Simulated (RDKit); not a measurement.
Input for RDKit: UFF on C2H7N (SMILES CCN), a point of a torsion scan.

```python
from rdkit import Chem
from rdkit.Chem import AllChem, rdDetermineBonds

blocks = [
'''10

C     1.03545018    0.44441532   -0.00084731
C    -0.09603148   -0.56324674   -0.17428557
N    -1.37766897    0.11979310   -0.09278175
H     1.99899125   -0.04383404   -0.12157107
H     0.93797633    1.23247948   -0.74148004
H     0.99285568    0.89506490    0.98814996
H     0.01308964   -1.37358759    0.56628653
H    -0.02155876   -1.01111724   -1.16910735
H    -2.11686427   -0.43030157   -0.51184711
H    -1.62276099    0.32206740    0.86905581
''',
]
mol = None
for b in blocks:
    f = Chem.MolFromXYZBlock(b)
    rdDetermineBonds.DetermineBonds(f, charge=0)
    mol = f if mol is None else Chem.CombineMols(mol, f)
Chem.SanitizeMol(mol)
print(Chem.MolToSmiles(Chem.RemoveHs(mol)))
ff = AllChem.UFFGetMoleculeForceField(mol, vdwThresh=100.0, ignoreInterfragInteractions=False)
e = ff.CalcEnergy()
print(f'UFF energy {e:.6f} kcal/mol')
```

It printed:

```
CCN
UFF energy 4.402460 kcal/mol
```

The run finished.

Cost: very roughly 0.020 core-seconds.
